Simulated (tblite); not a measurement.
A tight-binding relaxation on `c1c2Bc3ncccc3-c2ccc1`.

Computed with GFN2-xTB geometry optimisation, gas phase (tblite 0.8.0). Start geometry: from a force field or distance geometry. A driver script takes a list of jobs; this job's settings line and coordinates (Å) are shown.

Input:
```
{"job": {"kind": "relax", "xc": "GFN2-xTB", "basis": "xTB"}, "charge": 0, "multiplicity": 1}
B      0.169800     1.992800    -0.409900
C     -1.061200     1.042500    -0.207500
C     -2.412800     1.312900    -0.232000
C     -3.327000     0.273200    -0.018100
C     -2.857000    -1.038800     0.255700
C     -1.481900    -1.302400     0.280200
C     -0.590800    -0.242800     0.052600
C      0.875500    -0.256800     0.043500
C      1.757600    -1.323900     0.243000
C      3.124500    -1.056300     0.173300
C      3.572700     0.251900    -0.104600
N      2.675700     1.262300    -0.294100
C      1.344400     1.008200    -0.214800
H      0.179700     3.152100    -0.646800
H     -2.782800     2.327500    -0.431800
H     -4.393600     0.459300    -0.021600
H     -3.560400    -1.836000     0.424200
H     -1.115900    -2.307400     0.480800
H      1.392400    -2.316600     0.455600
H      3.849300    -1.851200     0.327000
H      4.632800     0.466400    -0.155200
```

Output:
```
step      E/eV     max force
  0    -863.77525    2.973
  1    -863.95481    0.914
  2    -863.98336    0.604
  3    -863.99978    0.342
  4    -864.00640    0.202
  5    -864.01031    0.122
  6    -864.01194    0.077
  7    -864.01268    0.056
  8    -864.01316    0.061
  9    -864.01359    0.050
 10    -864.01385    0.031
 11    -864.01400    0.027
 12    -864.01411    0.033
 13    -864.01421    0.032
 14    -864.01429    0.021
 15    -864.01433    0.014
 16    -864.01437    0.013
 17    -864.01441    0.018
 18    -864.01445    0.019
 19    -864.01448    0.013
 20    -864.01449    0.009
```

«max force» is the largest atomic force in eV/Å.

Question: From which step on does the largest force stay under 0.1 eV/Å, and how much energy is left to gain from there?

Answer: From step 6 (0.077 eV/Å), 2.6 meV above the end.

In short: energy lowered by 5.5 kcal/mol over 20 steps; largest atomic force 0.009 eV/Å at the end.

The run took 0.17 s on an Arm Neoverse V2 with one thread, shared host with 192 logical CPUs at a one-minute load of 48.
Labels such as C1 count atoms from 1, the log's own numbers from 0.
